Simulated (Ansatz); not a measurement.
C₂H₈AlFO (`[CH3][Al-]([CH3])([OH2+])[F]`), relaxed with RKS PBE-D4/def2-SVP in Ansatz from a rough embedded geometry. The force threshold is 0.03 eV/Å; the program also tests the step.

The species carries charge 0 and has multiplicity 1.

Start:

```xyz
13

C     0.525   -1.238   -1.192
Al    0.527    0.157    0.160
C    -1.045   -0.148    1.311
O     0.434    1.854   -0.567
F     2.040    0.048    1.156
H    -0.352   -1.174   -1.857
H     1.445   -1.073   -1.880
H     0.645   -2.220   -0.739
H    -1.085    0.693    2.110
H    -1.993   -0.036    0.721
H    -1.005   -1.118    1.786
H    -0.457    1.833   -1.089
H     0.320    2.422    0.080
```

By how much does the energy fall, and how many steps does the optimiser take? (Best estimate.)

Ansatz gave: 33.29 kcal/mol, in 17 steps, 1 of them rejected.

Which bonds change most? (An estimate is asked.)

The calculation gave: Al2–O4 from 1.848 to 2.057 Å; O4–H13 from 0.868 to 0.990 Å; Al2–F5 from 1.815 to 1.733 Å; O4–H12 from 1.033 to 0.978 Å.

Give the relaxed structure. (Best estimate.)

Computed: 
```xyz
13

C     0.666   -1.337   -1.303
Al    0.372   -0.076    0.169
C    -1.200   -0.109    1.359
O     0.210    1.793   -0.675
F     1.809    0.575    0.886
H    -0.232   -1.452   -1.947
H     1.509   -1.025   -1.955
H     0.914   -2.350   -0.918
H    -1.239    0.749    2.065
H    -2.159   -0.128    0.797
H    -1.195   -1.026    1.988
H    -0.499    2.309   -0.242
H     1.044    2.080   -0.225
```
